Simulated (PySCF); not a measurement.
Run record: geometry optimisation, `N[SiH2][SiH2][TeH]`.

Method: PBE0-D3(BJ)/def2-SVP geometry optimisation, gas phase, def2 core potentials past Kr (PySCF 2.14.0). Start geometry: GFN2-xTB. The input is one job of a driver script: a line of settings, then coordinates in Å.

Input:
```
{"job": {"xc": "PBE0", "basis": "def2-SVP", "d3": "d3bj", "grid": 1, "maxiter": 30, "shake": 0.01, "kind": "geom"}, "charge": 0, "multiplicity": 1}
N     -1.261590     1.066660    -0.234200
Si    -0.998280    -0.612640    -0.164780
Si     1.165420    -0.815770     0.535030
Te     2.851600     0.733300    -0.543170
H     -2.149330     1.411200    -0.650920
H     -1.057300     1.668350     0.556960
H     -1.912210    -1.340420     0.720270
H     -1.247530    -1.055360    -1.534030
H      1.318320    -0.650200     2.020380
H      1.725250    -2.156540     0.317520
H      1.603760     1.725610    -1.038720
```

Output:
```
step   0  E = -905.47244520  max force = 0.035174
step   1  E = -905.47918348  max force = 0.008485
step   2  E = -905.47994447  max force = 0.003354
step   3  E = -905.48018726  max force = 0.000886
step   4  E = -905.48023463  max force = 0.000683
step   5  E = -905.48028488  max force = 0.000607
step   6  E = -905.48031116  max force = 0.000464
step   7  E = -905.48033599  max force = 0.000449
step   8  E = -905.48034926  max force = 0.000359
optimisation converged
```

Energies in Eh; «max force» is the largest Cartesian gradient component in Eh/bohr.

Q: Give the first gradient maximum in eV/Å.

A: With 1 Eh/bohr = 51.422 eV/Å, 1.809 eV/Å.

Q: How much energy does the optimisation release, in eV?

A: E(step 0) − E(last step) = 0.007904 Eh, which is 0.215 eV.

Summary of the converged run: final energy -905.48035 Eh after 8 steps; dipole 2.40 D.

Q: Give the final coordinates.

A: 0.192 Å rms from the input after alignment:
```
atom  x, y, z in Å
N1    -1.2113    1.1551   -0.2581
Si2   -0.9371   -0.5618   -0.1656
Si3    1.2427   -0.8763    0.6479
Te4    2.6489    0.7632   -0.6320
H5    -1.9427    1.5012   -0.8707
H6    -1.1719    1.7096    0.5909
H7    -1.9143   -1.3370    0.6732
H8    -1.0138   -1.0920   -1.5600
H9     1.3469   -0.6570    2.1258
H10    1.7351   -2.2613    0.3695
H11    1.2557    1.6304   -0.9365
```

Q: How long does this job take on one thread, Arm Neoverse V1 (aarch64), shared host with 32 logical CPUs at a one-minute load of 29? And the peak memory of the process?

A: About 55 s, with 0.47 GiB resident at the peak, the Python interpreter and its libraries included.
Labels such as C1 count atoms from 1, the log's own numbers from 0.
